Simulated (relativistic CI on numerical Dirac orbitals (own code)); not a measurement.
## V⁵⁺ in a cubic cluster: L2,3 absorption with charge transfer

Computed with a charge-transfer multiplet model of a cubic metal-ligand cluster with up to 2 ligand holes, Slater and spin-orbit integrals from Dirac-Coulomb-Breit ions, Slater integrals scaled by 0.9. The ground state mixes d0 with configurations of k ligand holes L, whose averages lie at kΔ + k(k − 1)U_dd/2; a core hole lowers each added d electron by U_cd. 300 K, Lorentzian 0.4 eV and Gaussian 0.3 eV FWHM.

Atomic integrals in eV (Slater integrals scaled, ζ unscaled), ground: F2dd 9.064, F4dd 5.680, zeta_d 0.024; with the core hole: F2dd 9.064, F4dd 5.680, zeta_d 0.047, zeta_core 4.606, F2cd 6.737, G1cd 5.189, G3cd 2.951. Where a configuration has fewer than two d electrons, the dd integrals are those of d2.

Cluster parameters (eV): Δ = 0.6, U_cd = 5.6, 10Dq = 2.35, 10Dq(ligand) = 0.7, V(eg) = 2.9, V(t2g) = -1.27, final-state hopping factor = 1.

Weights, n_d and S are thermal averages at 300 K. Photon energies count from the first peak over 30 % of the highest in each spectrum, which can be another peak from case to case. The parameters are a model scan and need not match a compound or its usual spin state. Peaks in eV (height, largest 100): 0.0 (42), 3.1 (61), 5.2 (27), 7.1 (45), 8.7 (35), 10.4 (100), 14.5 (6).

Task: Which parameters give this spectrum?
A. U_dd = 4.4 eV
B. U_dd = 3.7 eV
C. U_dd = 6.5 eV

Result: B. U_dd = 3.7 eV; the ground state then has 0.91 d electrons and S = 0.00. The choice follows from running the model for each set and comparing peak positions and heights. The space is cut while the next configuration still counts.
